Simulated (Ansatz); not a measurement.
Geometry optimisation, RKS PBE0/def2-SVP in Ansatz.

Input:

```yaml
crystal:
  periodic: [false, false, false]
  atoms:
    - { symbol: Al, position_ang: [0.28988, -1.3359, 0.622124] }
    - { symbol: O, position_ang: [1.334346, -1.396375, -0.840637] }
    - { symbol: O, position_ang: [1.005393, -1.196733, 2.150528] }
    - { symbol: O, position_ang: [-1.38712, -1.446657, 0.423404] }
    - { symbol: H, position_ang: [0.341223, 0.658228, -0.810706] }
    - { symbol: Si, position_ang: [-0.398634, 1.911232, -0.81509] }
    - { symbol: H, position_ang: [0.853067, -1.497256, -1.666987] }
    - { symbol: H, position_ang: [1.952059, -1.137966, 2.289911] }
    - { symbol: H, position_ang: [-2.046493, -1.585648, 1.105482] }
    - { symbol: H, position_ang: [-1.578057, 1.787591, -1.720474] }
    - { symbol: H, position_ang: [-0.862442, 2.237359, 0.566551] }
    - { symbol: H, position_ang: [0.496778, 3.002226, -1.304106] }
basis:
  gaussian: { orbitals: def2-SVP }
hamiltonian:
  xc: pbe0
relax:
  f_tol: 0.03
  max_steps: 50
output:
  orbitals: {}
```

Run as:

```bash
$ ansatz run input.yaml --threads 2 --pin off --max-ram 3072MiB --backend cpu --events-out ev --progress --plain --runs-dir out
```

Problem. Where does it end, and by what steps?

Solution. The run converged. After 14 steps the energy has fallen by 0.298 eV; H9 moved furthest, 0.78 Å.

| step | energy less start (eV) | largest force component (eV/Å) | accepted |
| --- | --- | --- | --- |
| 0 | 0.0000 | 1.719 | yes |
| 1 | -0.1254 | 1.118 | yes |
| 2 | -0.0996 | 1.009 | no |
| 3 | -0.1845 | 0.310 | yes |
| 4 | -0.2016 | 0.120 | yes |
| 5 | -0.2219 | 0.171 | yes |
| 6 | -0.2461 | 0.254 | yes |
| 7 | -0.2735 | 0.286 | yes |
| 8 | -0.2789 | 0.316 | yes |
| 9 | -0.2906 | 0.211 | yes |
| 10 | -0.2858 | 0.201 | no |
| 11 | -0.2966 | 0.094 | yes |
| 12 | -0.2967 | 0.193 | yes |
| 13 | -0.2967 | 0.091 | no |
| 14 | -0.2976 | 0.026 | yes |

```xyz
12
Properties=species:S:1:pos:R:3
Al 0.355 -1.116 0.334
O 1.321 -1.896 -0.829
O 0.996 -0.764 1.871
O -1.341 -0.985 0.122
H 0.600 0.722 -0.618
Si -0.498 1.762 -0.555
H 0.984 -2.237 -1.659
H 1.899 -0.971 2.114
H -1.934 -0.854 0.866
H -1.517 1.456 -1.590
H -1.059 1.836 0.819
H 0.192 3.047 -0.875
```

The run took 40 s on 2 threads of Arm Neoverse V2 (shared host), peak memory 0.26 GiB.
